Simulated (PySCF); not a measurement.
Vertical excitations of a molecule C₅H₇BO from TDDFT-B3LYP/def2-SVPD (PySCF 2.14.0), as energy in eV (oscillator strength): 4.10 (0.135), 4.43 (0.000), 4.51 (0.000), 5.23 (0.000), 5.68 (0.007), 6.05 (0.001), 6.42 (0.002), 6.44 (0.004), 6.66 (0.299), 6.77 (0.001). Lowest triplet (TDA): 2.75 eV. Coordinates come from a B3LYP-D3(BJ)/def2-SVP optimisation. The values are those of a single conformer.

Question: Which molecule gave these data?
(A) C#CC(=C)B(C)O
(B) CB1CC=CC1=O
(C) C=CB(C=C)C=O
(D) C=C=C1OCB1C

Answer: D, C=C=C1OCB1C
